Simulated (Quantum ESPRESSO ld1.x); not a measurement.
Results of a calculation; reference values are marked as such.
Task: The mean radii <r> (bohr) of the occupied orbitals of an atom or ion are listed with their occupations. Level of theory: Dirac Kohn-Sham, PBE, spin-unpolarised, spherical densities, point nucleus (ld1.x of Quantum ESPRESSO 7.5).

| orbital | occ. | <r> |
|---|---|---|
| 1s1/2 | 2 | 0.04861 |
| 2s1/2 | 2 | 0.2160 |
| 2p1/2 | 2 | 0.1868 |
| 2p3/2 | 4 | 0.1902 |
| 3s1/2 | 2 | 0.5652 |
| 3p1/2 | 2 | 0.5551 |
| 3p3/2 | 2 | 0.5609 |

Name the element and its charge. Open shells, if any, fill j = l - 1/2 first.

Result: Z = 31, gallium, charge +15: Ga15+ in [Ne] 3s2 3p4. The 1s radius gives Z: for a bare nucleus <r> = (2 gamma + 1)/(2Z) with gamma = sqrt(1 - (Z/c)^2), 0.04755 bohr for Z = 31, and screening makes it slightly larger (0.04861 here). The occupations add up to 16, and the charge is Z minus that.
